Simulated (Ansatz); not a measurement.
Frontier orbitals of Ge$_{2}$H$_{4}$O, SMILES `[O]1[GeH2][GeH2]1`.

```xyz
7

O    -0.705   -0.855    0.601
Ge   -0.849    0.757   -0.260
Ge    1.030   -0.537    0.106
H    -1.699    0.669   -1.535
H    -1.292    1.887    0.679
H     1.961   -0.352    1.312
H     1.553   -1.569   -0.902
```

Total charge 0; spin multiplicity 1. Correlated methods include outer-core shells of Ge, which these sets cover unevenly. Scalar relativity is left out up to krypton. All single points use the PBE0-D4/def2-TZVP geometry. Basis def2-TZVPP, the Gaussian-basis code of Ansatz.

Orbital energies of one run (eV). Highest occupied ones, from the top: -6.90, -8.05, -9.83, -9.90, -10.76, -11.01, -14.77, -15.42, -26.05, -33.85, -33.96, -33.99, -34.00, -34.01. Empty: -1.17, -0.39, 0.86, 1.01, 1.33, 2.16.

**Question.** Which functional gave them?
A. CAM-B3LYP
B. r2SCAN
C. HSE06 (plane-wave form)
D. PBE0

**Answer.** D. HOMO energies: PBE0 -6.90, CAM-B3LYP -8.13, r2SCAN -6.09, HSE06 -6.51 eV.
